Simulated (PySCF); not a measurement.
Compound: C7H7 (doublet state).
Cartesian coordinates in Å at the GFN2-xTB level; atoms count from 1:
```
atom  x, y, z in Å
C1     3.7524    0.0366   -0.2559
C2     2.5380    0.0058   -0.0661
C3     1.2429    0.0175    0.1105
C4    -0.0463   -0.0643    0.3460
C5    -0.6185   -1.2198    1.1319
C6    -0.9523    0.9635   -0.1475
C7    -2.2687    0.9835    0.0381
H8     4.7902    0.0275   -0.3983
H9     0.1707   -1.9053    1.4305
H10   -1.1194   -0.8488    2.0251
H11   -1.3448   -1.7579    0.5241
H12   -0.4776    1.7607   -0.7055
H13   -2.8733    1.7801   -0.3611
H14   -2.7940    0.2203    0.5861
```

The hyperfine couplings belong to this conformer and change with its torsions.

As a line formula: `C#C/[C]=C(\C)C=C` [radical].

Computed with UKS B3LYP, pcH-1 on C H, non-relativistic, mean-field spin-orbit, GIAO (PySCF). Geometry: GFN2-xTB, one conformer, isolated molecule. The geometry wasn't refined by DFT: couplings that depend on bond lengths, twists or pyramidal angles can differ widely from those at the functional's own minimum. No stability test was run, so a lower SCF solution isn't excluded. ⟨S²⟩ is 0.783 where a pure state has 0.75.

Principal values of hyperfine tensors in MHz (contact and dipolar terms together), for some of the nuclei:

| atom | isotope | A1 | A2 | A3 | alike by the symmetry of this geometry |
| --- | --- | --- | --- | --- | --- |
| C3 | 13C | 2.07 | 23.42 | 177.00 | none |
| C6 | 13C | 56.66 | 62.58 | 66.16 | none |
| C5 | 13C | 52.49 | 53.16 | 66.76 | none |
| C1 | 13C | 2.06 | 25.45 | 142.94 | none |
| H8 | 1H | -74.24 | -54.55 | -25.63 | none |
| C4 | 13C | -58.37 | -34.71 | -31.19 | none |
| H13 | 1H | 5.23 | 5.78 | 9.04 | none |
| H10 | 1H | -7.90 | -6.05 | -1.14 | H11 |

Problem. Give the isotropic coupling of each nucleus in MHz and in mT (g = 2.0021), and the anisotropic part.

Solution. a_iso is a third of the trace, T = A − a_iso, and a(mT) = a(MHz)/(g × 13.996).

| atom | a_iso (MHz) | a_iso (mT) | T1 | T2 | T3 |
| --- | --- | --- | --- | --- | --- |
| C3 | 67.50 | 2.409 | -65.42 | -44.08 | 109.50 |
| C6 | 61.80 | 2.205 | -5.14 | 0.78 | 4.36 |
| C5 | 57.47 | 2.051 | -4.99 | -4.31 | 9.29 |
| C1 | 56.81 | 2.027 | -54.75 | -31.37 | 86.12 |
| H8 | -51.47 | -1.837 | -22.77 | -3.08 | 25.84 |
| C4 | -41.42 | -1.478 | -16.95 | 6.71 | 10.24 |
| H13 | 6.68 | 0.238 | -1.45 | -0.90 | 2.36 |
| H10 | -5.03 | -0.179 | -2.87 | -1.02 | 3.89 |

Problem. What spin density at the nucleus of H8 lies behind its contact coupling (g_N = 5.58569)?

Solution. a_FC = (2μ0/3) gₑ μB g_N μN ρ(0)/(2S·h) = 800.24 MHz × g_N × ρ(0)/(2S), with ρ in bohr⁻³. With a_FC = -51.47 MHz and 2S = 1, ρ(0) = -0.01152 bohr⁻³. In magnitude that is 3.6 % of the 1/π = 0.318 of a free hydrogen atom.

Problem. C2 (13C, g_N = 1.40482) isn't in the table. Its spin density at the nucleus is -0.06749 bohr⁻³. What is its contact coupling?

Solution. By the same relation, a_FC = -75.9 MHz. Its full tensor has the principal values -97.49, -79.91, -50.20 MHz.

Problem. Name the largest traceless tensor T of the table and describe it.

Solution. C3: -65.4, -44.1, 109.5 MHz, rhombic: the two smaller values differ by 19 % of the largest.

Problem. In a single crystal, with the field along each principal axis of the tensor of C6 in turn, what first-order splitting does this nucleus give (isotropic g, quadrupole terms neglected)?

Solution. 2 lines (I = 1/2), spaced by |A_i|/(g × 13.996): 2.02, 2.23, 2.36 mT along the axes of A1, A2 and A3.
